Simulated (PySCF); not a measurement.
Radial density of Lu(34+) (lutetium, charge +34)

r2SCAN, [Kr] 4d1, 2D determinant. Computed with PySCF 2.14 in an uncontracted even-tempered set (19 s from 3 bohr⁻², ratio 2.5; 14 p from 3.9 bohr⁻², ratio 2.5; 9 d from 3.9 bohr⁻², ratio 2.5; 4 f from 16 bohr⁻², ratio 2.7; 3 g from 24 bohr⁻², ratio 2.7), with scalar relativity by spin-free X2C-1e.

```tsv
r (bohr)	4πr²ρ (e/bohr)	4πr²(ρα − ρβ)
0.0209	87.49	0.0035
0.0352	97.67	0.0432
0.0591	128.8	0.3140
0.0995	94.79	1.0520
0.167	113.5	0.6270
0.281	46.34	0.6875
0.473	28.12	2.8419
0.796	1.892	0.2356
1.34	0.001733	0.0004
```

Densities and radii are taken from the X2C orbitals without a picture-change correction, which distorts them close to the nucleus.

Spin-orbit coupling, absent here, splits the open shell strongly.
